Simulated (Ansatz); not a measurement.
Basis-set series for HKS, SMILES `[SH][K]`. Charge 0, multiplicity 1. All single points use the PBE0-D4/def2-TZVP geometry.

```xyz
3

S    -0.819   -0.568    0.081
K     1.619    0.503    1.024
H    -0.800    0.064   -1.105
```

```tsv
functional	basis	functions	energy (Eh)	HOMO (eV)	LUMO (eV)
PBE0-D4	def2-SVP	47	-998.23586	-4.39	-1.38
PBE0-D4	def2-QZVPP	170	-998.48368	-4.78	-1.36
ωB97M-V	def2-SVP	47	-998.49691	-6.47	-0.76
ωB97M-V	def2-QZVPP	170	-998.74206	-6.93	-0.85
```

Question: Give the rows for def2-TZVPP. (Estimate.)

Answer: Computed: 
| functional | basis | functions | energy (Eh) | HOMO (eV) | LUMO (eV) |
| --- | --- | --- | --- | --- | --- |
| PBE0-D4 | def2-TZVPP | 89 | -998.45623 | -4.70 | -1.36 |
| ωB97M-V | def2-TZVPP | 89 | -998.71612 | -6.83 | -0.77 |

Scalar relativity is left out up to krypton.
